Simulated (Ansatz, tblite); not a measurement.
Isomers of CaO$_{2}$H$_{2}$ (singlet), found by a short tight-binding search and relaxed with PBE0-D4/def2-TZVP in Ansatz.

The xTB rows come from tblite. LC-ωPBE has ω = 0.4 bohr⁻¹. Correlated methods freeze 7 core orbitals; core or outer-core shells of Ca are correlated, in sets that lack core-valence functions.

A further structure is left out (at the level of its geometry, restricted singlet whose occupied levels cross empty ones at other levels, untested at these); at PBE0-D4/def2-TZVP its energy lies 9.30 eV above the lowest shown.

A: It holds 1 O–O bond.

Other spin states weren't relaxed.

A:

Cartesian coordinates in Å:
```
Ca -0.380 -0.051 1.025
O 0.806 -0.993 -0.459
O 1.007 0.444 -0.694
H -2.277 0.078 1.766
H 0.845 0.522 -1.639
```

B:

```xyz
5

Ca    0.054   -0.015    0.203
O    -1.557   -1.238    0.336
O     1.566    1.235   -0.306
H     2.260    1.823   -0.588
H    -2.322   -1.805    0.355
```

Q: Estimate which lies lowest at each level, and how far above it the others are (eV).

A: 
```csv
level,A,B
GFN1-xTB,4.05,0.00
GFN2-xTB,1.28,0.00
HF/def2-TZVPP,4.84,0.00
PBE-D4/def2-TZVP,4.63,0.00
r2SCAN-D4/def2-TZVP,4.79,0.00
B97M-V/def2-TZVP,4.49,0.00
PBE0-D4/def2-TZVP,4.76,0.00
LC-ωPBE/def2-TZVP,4.87,0.00
MP2/def2-TZVPP,5.17,0.00
CCSD/def2-TZVPP,4.84,0.00
CCSD(T)/def2-TZVPP,4.78,0.00
```
Point groups (tolerance 0.1 Å): A not assigned, B C2v. Lower isomers may exist.
